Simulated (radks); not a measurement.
The numbers below are computed, except where a source is named.
Ionisation of Se2+, [Ar] 3d10 4s2 4p2, to Se3+, [Ar] 3d10 4s2 4p1, under several functionals. Scalar-relativistic Kohn-Sham, spin-polarised, spherical densities, point nucleus; open shells are filled with parallel spins first; a radial shooting solver on a logarithmic mesh with Libxc functionals.

\begin{tabular}{lrrrrrr}
functional & E(Se2+) (hartree) & Exc (hartree) & IE (eV) & -e(HOMO) (eV) & <r> HOMO (bohr) & IE error (eV) \\ \hline
PBEsol & -2427.19626 & -85.52498 & 31.675 & 26.381 & 1.973 & -0.022 \\
exchange-only B88 & -2427.72078 & -86.05683 & 30.852 & 25.587 & 1.990 & -0.845 \\
exchange-only LDA & -2422.70914 & -80.96839 & 30.690 & 25.419 & 1.990 & -1.007 \\
PBE & -2428.85812 & -87.21285 & 31.646 & 26.368 & 1.977 & -0.051 \\
Wu-Cohen GGA & -2428.34360 & -86.69215 & 31.706 & 26.402 & 1.972 & +0.009 \\
SOGGA & -2426.95217 & -85.27899 & 31.575 & 26.297 & 1.975 & -0.122 \\
BP86 & -2429.49816 & -87.86206 & 31.761 & 26.450 & 1.972 & +0.064 \\
\end{tabular}

NIST Atomic Spectra Database: 31.70 eV (measured). Closest: Wu-Cohen GGA. The Delta-SCF values span 1.07 eV, the total energies 6.79 hartree. The highest occupied level is 4p. Open shells are spherical and high-spin; term and fine-structure splittings are not resolved.
